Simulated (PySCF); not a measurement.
Distorted geometries of Pb2OF2

Pb2OF2 (singlet). PySCF 2.14.0, RKS BP86, Pb def2-SVP with ECP60, O def2-SVP, F def2-SVP; non-relativistic Hamiltonian with scalar-relativistic core potentials where named; density fitting; no spin-orbit coupling. Relaxed geometry:

```xyz
5

Pb    0.6332    0.0111    2.0396
Pb    0.6332    0.0111   -2.0396
O     1.2012    0.0211    0.0000
F    -1.4449   -0.0254    1.8633
F    -1.4449   -0.0254   -1.8633
```

Q: Order these distorted geometries by energy above the relaxed one, lowest first.
A.
```xyz
5

Pb    0.5640   -0.0490    2.0541
Pb    0.6734    0.1156   -2.0818
O     1.3312   -0.0917   -0.0964
F    -1.4580   -0.1621    1.9148
F    -1.5328    0.1797   -1.7908
```
B.
```xyz
5

Pb    0.5673   -0.0792    2.2089
Pb    0.5398    0.0231   -2.1595
O     1.2275    0.0065   -0.0026
F    -1.3637    0.0368    1.8072
F    -1.3930    0.0053   -1.8540
```
C.
```xyz
5

Pb    0.5620    0.1297    2.0630
Pb    0.6599    0.1440   -2.0826
O     1.1809   -0.0761   -0.0402
F    -1.4409   -0.1754    1.9214
F    -1.3839   -0.0297   -1.8615
```

A: C (0.10 eV), A (0.31 eV), B (0.70 eV).

Q: Which forces (eV/Å) act in the one that lies 0.10 eV up?

A: 
```
Pb   1.30  0.02 -0.98
Pb   0.41 -0.06  0.24
O   -0.21  0.20  0.82
F   -1.03 -0.15 -0.05
F   -0.47  0.00 -0.04
```
Forces carry noise of the integration grid, about 0.01 to 0.03 eV/Å.

A frequency check found unstable modes (1, the lowest at -48 cm⁻¹), so the relaxed geometry is probably a saddle point.
